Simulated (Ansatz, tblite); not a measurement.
Cost and result up the ladder for Ga7P7H20, a nanocrystal cut from zinc blende GaP (hydrogen-capped) (34 atoms). The state is a singlet with charge 0. Geometry: PBE-D4/def2-SVP.

```xyz
34

Ga    3.343    0.733    1.549
Ga   -2.899   -2.491    0.202
Ga    1.248   -1.901   -0.526
Ga   -0.540    0.402    2.237
Ga    0.749    3.659    0.398
Ga   -1.309    0.983   -1.663
Ga    2.559    1.322   -2.410
P    -2.366   -1.242    2.166
P     1.387   -0.768    1.539
P     2.582    2.217   -0.180
P    -0.738   -3.340   -0.352
P    -3.064   -0.716   -1.387
P     0.670   -0.230   -2.089
P    -0.990    1.913    0.482
H     4.543   -0.164    1.044
H     3.303    1.440    2.964
H    -4.089   -3.514    0.285
H     2.428   -2.871   -0.903
H    -0.554    0.969    3.706
H     0.878    4.174    1.888
H     0.340    4.578   -0.823
H    -1.835    1.938   -2.798
H     3.811    0.389   -2.663
H     2.030    2.392   -3.448
H    -2.227   -2.203    3.218
H    -3.595   -0.655    2.605
H     1.591   -1.790    2.523
H     3.668    3.150   -0.257
H    -0.500   -4.431    0.544
H    -0.912   -4.110   -1.547
H    -3.370   -1.337   -2.640
H    -4.338   -0.102   -1.162
H     0.435   -0.924   -3.320
H    -2.239    2.531    0.820
```

Ansatz on 2 threads of AMD EPYC 7R13 on a shared host and a share (18 GiB) of an NVIDIA H100 80GB HBM3; xTB runs through tblite on one thread. Times are rough, summed over both states, and most runs start from the orbitals of an earlier one. PBE0-D4/def2-TZVP serves as the yardstick here, not as an exact answer. The other state is a triplet.

The xTB rows come from tblite. Single mean-field runs in def2-TZVP are fitted with def2-universal-jkfit. HOMO above LUMO, or a gap near zero within one spin, warns that the state may not be the lowest or that an electron is smeared out.

xTB has no spin-polarisation term.

| level | functions | wall time | vertical triplet (eV) | difference from PBE0-D4/def2-TZVP (eV) | remarks |
| --- | --- | --- | --- | --- | --- |
| GFN2-xTB | 146 | 0.33 s | 3.71 | -1.12 | – |
| GFN1-xTB | 166 | 0.37 s | 4.51 | -0.32 | – |
| PBE-D4/def2-TZVP | 715 | 36 s | 4.19 | -0.64 | gap within one spin near zero (triplet) |
| PBE0-D4/def2-TZVP (with forces) | 715 | 52 s | 4.83 | 0.00 | – |
